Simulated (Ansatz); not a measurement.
The same bond dissociation along the group C, Si, Ge.

Computed with Ansatz on PBE0-D4/def2-TZVP structures; ΔE is electronic, products minus reactants. CCSD(T)/CBS adds triple-zeta CCSD(T) − MP2 to the extrapolated MP2 energy (def2 sets, frozen cores). This one scheme is used for every species. DFT in def2-TZVPP. Open shells (•) are unrestricted, without spin–orbit coupling. For Ge outer-core shells are correlated without core-valence functions, which leaves a few kJ/mol of doubt a bond. Scalar relativity is left out up to krypton.

| reaction | r2SCAN-D4 (kcal/mol) | CCSD/CBS(def2) (kcal/mol) | CCSD(T)/CBS(def2) (kcal/mol) |
| --- | --- | --- | --- |
| `BOC` → `[CH3]`• + `B[O]`• | 73.3 | 83.7 | 85.8 |
| `BO[SiH3]` → `[SiH3]`• + `B[O]`• | 99.2 | 111.8 | 112.7 |
| `B[O][GeH3]` → `[GeH3]`• + `B[O]`• | 80.4 | 91.5 | 93.0 |

Largest T1 diagnostic: 0.040, for `B[O]`•, so its coupled-cluster energy is less sure.
